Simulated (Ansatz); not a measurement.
PbBr2 (the lowest singlet isomer of a short search). Charge 0, multiplicity 1. Geometry B3LYP-D4/def2-TZVP, basis def2-TZVP, Ansatz.

| atom | x (Å) | y (Å) | z (Å) |
| --- | --- | --- | --- |
| Pb1 | -0.069 | -0.636 | -0.918 |
| Br2 | 1.775 | -0.600 | 0.963 |
| Br3 | -1.705 | 1.236 | -0.045 |

```
run  HOMO (eV)  LUMO (eV)
  A      -6.64      -3.78
  B     -10.23      -1.38
  C      -7.84      -3.28
  D      -6.71      -3.89
  E      -9.82      -1.61
  F      -9.02      -2.47
```

In the def2 sets Pb takes a core potential; there is no spin–orbit coupling. LC-ωPBE has ω = 0.4 bohr⁻¹. The structure comes from a short search, and lower isomers may exist.

Task: The runs used CAM-B3LYP, LC-ωPBE, PBE, PBE0, revPBE, ωB97M-V. Estimate which is which.

Result: A revPBE (0 % exact exchange); B LC-ωPBE (range-separated); C PBE0 (25 % exact exchange); D PBE (0 % exact exchange); E ωB97M-V (range-separated); F CAM-B3LYP (range-separated). Exact exchange lowers occupied and raises empty levels; among semilocal functionals meta-GGAs tend to open the gap a little, and such runs are hard to tell apart. The gap grows from 2.82 eV (PBE) to 8.85 eV (LC-ωPBE).
